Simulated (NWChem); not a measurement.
# Basis-set convergence for silylphosphine (H5PSi)

SMILES: P[SiH3]
```xyz
7

Si    -1.0696     0.0961     0.2180
P      1.1216    -0.0780    -0.3405
H     -1.8380    -0.8813    -0.6103
H     -1.5242     1.4789    -0.1182
H     -1.3479    -0.1683     1.6629
H      1.2980    -1.3145     0.3545
H      1.5631     0.7102     0.7671
```
Charge 0, spin multiplicity 1.

The numbers come from NWChem runs, not from measurements. The geometry was optimised at PBE0/def2-SVP, a minimum by its harmonic frequencies.

Quantity: LUMO energy at the level B3LYP.

B3LYP has NWChem's definition, with VWN1-RPA local correlation. The Pople sets run with spherical d functions.

```csv
basis,functions,LUMO energy (eV)
3-21G,36,?
6-31G*,46,?
pcseg-1,61,-0.01
def2-SVP,61,?
6-311G**,82,-0.10
6-311++G**,95,-0.51
def2-TZVP,104,0.04
def2-TZVPD,131,-0.31
cc-pVTZ,138,0.12
pcseg-2,138,-0.13
```

Some entries are withheld; supply them.


- 3-21G, LUMO energy (eV): 0.29
- 6-31G*, LUMO energy (eV): 0.24
- def2-SVP, LUMO energy (eV): 0.57
